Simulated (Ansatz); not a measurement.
Ansatz (an electronic-structure program) input (HF/def2-TZVPPD):
A basis named .json is the Basis Set Exchange file of that set.

Ansatz 0.2 input:
```yaml
crystal:
  periodic: [false, false, false]
  atoms:
    - {symbol: Au, position_ang: [0.04597234, 0.01909712, 0.03720549]}
    - {symbol: Cl, position_ang: [-0.31724161, 1.56534713, -1.58194313]}
    - {symbol: O, position_ang: [0.13658963, -2.37897596, 2.01246298]}
    - {symbol: C, position_ang: [0.11142928, -1.51462772, 1.30901599]}
basis:
  gaussian:
    orbitals: def2-TZVPPD.json
hamiltonian:
  xc: hf
total_charge: 1
magnetization: {spin_polarized: true, initial_magnetization: 1}
```

Output:

```
Functional definition: HF
integrals: 0.11 GiB planned
1384 factors; their error is unknown
mean field: 0.87 GiB planned
mean field evaluation 1: about -19228.9582 eV, gradient 3.4e1 eV
mean field evaluation 2: about -19230.8510 eV, gradient 2.8e1 eV
mean field evaluation 4: about -19233.2939 eV, gradient 1.9e0 eV
mean field evaluation 8: about -19233.3252 eV, gradient 1.5e-1 eV
mean field evaluation 16: about -19229.3341 eV, gradient 3.4e1 eV
mean field evaluation 32: about -19232.7591 eV, gradient 3.9e-3 eV
mean field evaluation 64: about -19233.6859 eV, gradient 4.4e-3 eV
mean field evaluation 96: about -19233.6918 eV, gradient 4.0e-1 eV
mean field evaluation 128: about -19233.6742 eV, gradient 6.5e-1 eV
mean field evaluation 160: about -19233.5263 eV, gradient 5.5e0 eV
mean field evaluation 192: about -19233.6858 eV, gradient 7.5e-2 eV
mean field evaluation 224: about -19233.6942 eV, gradient 1.7e-3 eV
mean field -19233.69424022 eV, -706.8252262618 hartree, gradient 9.0e-6 eV, S^2 0.762006; 5 other end points of the search recorded, 0 dependent functions left out
reference -19233.69424022 eV, -706.8252262618 hartree; 25, 24 occupied and 162, 163 virtual orbitals, 1384 factors
Total energy: -19233.69424022 eV, -706.8252262618 hartree
```

The spin state was set by rule; other spins were not relaxed.
